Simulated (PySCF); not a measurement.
## How methods differ on the excitation energy of Au⁺

Au⁺ [Xe] 4f14 5d10 (1S) → Au⁺ [Xe] 4f14 5d9 6p1 (high-spin determinant), as a difference of total energies. Computed with PySCF 2.14 in x2c-TZVPPall with one added diffuse shell each of s, p, d, f type (12s8p8d4f1g, 113 functions), with the spin-free X2C one-electron Hamiltonian (Gaussian nucleus). Correlated levels: valence: [Xe] 4f14 frozen; valence and next inner shell: [Kr] 4d10 4f14 frozen. The calculations carry no spin-orbit coupling.

| method | excitation energy (eV) |
| --- | --- |
| UHF | 8.234 |
| LDA | 9.177 |
| PBE | 8.896 |
| PBE0 | 8.929 |
| r2SCAN | 8.784 |
| r2SCANh | 8.806 |
| B2PLYP | 9.061 |
| M06-L | 8.765 |
| MP2 (valence) | 9.351 |
| SCS-MP2 (valence) | 9.349 |
| MP2 (valence and next inner shell) | 9.314 |
| SCS-MP2 (valence and next inner shell) | 9.260 |

Problem. How much does correlation contribute at MP2 (valence and next inner shell)?

Solution. 9.314 − (8.234) = 1.080 eV, measured against UHF.

A first-order spin-orbit estimate (lowest level to lowest level, LS coupling) adds -0.361 eV.

The determinant of the upper state mixes LS terms, which raises its energy above the lowest term, most at the Hartree-Fock and MP2 levels.
